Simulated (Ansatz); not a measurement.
Isolated molecules relaxed with PBE0-D4/def2-TZVP in Ansatz; ΔE leaves out vibrations. CBS: MP2 limit from def2 TZ/QZ plus the TZ coupled-cluster correction, frozen cores. Functionals use def2-TZVPP. def2 core potentials past Kr. For Br, Te outer-core shells are correlated without core-valence functions, which leaves a few kJ/mol of doubt a bond. Scalar relativity is left out up to krypton. Each species was taken in one conformer, which may not be the lowest.

Consider the ligand exchange at the Si–Te bond: `C[SiH2][SiH2][TeH]` + HBr → `C[SiH2][SiH2]Br` + H₂Te.

CCSD(T)/CBS gives -24.5 kJ/mol.

(1) Another level gave -30.3 kJ/mol. Which?
A. ωB97X-V/def2-TZVPP
B. PBE-D4/def2-TZVPP
C. HF/def2-TZVPP
D. PBE0/def2-TZVPP

Largest T1 diagnostic among the species: 0.011.

## Answers

(1) A. ωB97X-V -30.3, HF/def2-TZVPP -42.3, PBE-D4 -20.5, PBE0 -26.0 kJ/mol.

In def2-TZVPP, CCSD(T) changes the Hartree–Fock value by +15.6 kJ/mol (the triples alone add +2.8 kJ/mol) and MP2 by +18.7 kJ/mol. The D4 term adds +5.8 kJ/mol with B3LYP and +3.3 kJ/mol with PBE0; it sums over pairs of atoms, weighted by their polarisabilities, and B3LYP, whose exchange is more repulsive, gets the larger term.

CCSD(T)/CBS has its own doubt, a few kJ/mol and more with outer-core shells, so smaller differences from it don't rank the levels.

B3LYP here is the variant with VWN-RPA as its local correlation; programs differ in this.
